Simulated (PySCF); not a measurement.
Excitations are Tamm–Dancoff values on a coarser integration grid. The basis has no diffuse functions, so Rydberg states are missing or too high.

Species: C$_{3}$H$_{2}$O, SMILES `c1c(=O)c1` (charge 0, multiplicity 1).

Problem. Predict the brightest of the four lowest singlets (TDA), S1 excitation (TDA) and HOMO from PBE0-D4/def2-TZVP in PySCF 2.14.0.

Solution. 
```
Item                                           Result
-------------------------------------------  --------
brightest of the four lowest singlets (TDA)   7.62 eV
S1 excitation (TDA)                           4.21 eV
HOMO                                         -7.01 eV
```
